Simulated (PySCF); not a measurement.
Molecule: SMILES [SiH2](O)O[SiH3], H$_{6}$O$_{2}$Si$_{2}$.

Atom-mapped SMILES (the numbers label the heavy atoms): `[OH:1][SiH2:2][O:3][SiH3:4]`; H(Xn) means a hydrogen on atom n.

Geometry PBE0-D3(BJ)/def2-SVP throughout; GIAO in PySCF, gas phase, one conformer, non-relativistic; equivalent atoms averaged; functional PBE0.

For orientation, IGLO-III gives these shifts δ (against H2O, TMS at the same level): O1 60.0, O3 52.8, Si2 -40.0, Si4 -48.1, H(Si2) 5.16, H(Si4) 5.27, H(O1) 1.48 ppm.

A run gave: O1 46.2, O3 35.7, Si2 -15.3, Si4 -16.0, H(Si2) 5.23, H(Si4) 5.35, H(O1) 1.61 ppm (shifts δ (against H2O, TMS at the same level)).

Question: Which basis set was used in that run?
A. aug-cc-pVDZ
B. pcSseg-1
C. pcSseg-0
D. 6-31G*
E. def2-TZVP

Answer: D. Si4 tells them apart best: 6-31G* gives -16.0, def2-TZVP gives -47.1, aug-cc-pVDZ gives -34.7, pcSseg-1 gives -42.3, pcSseg-0 gives -72.0 ppm.
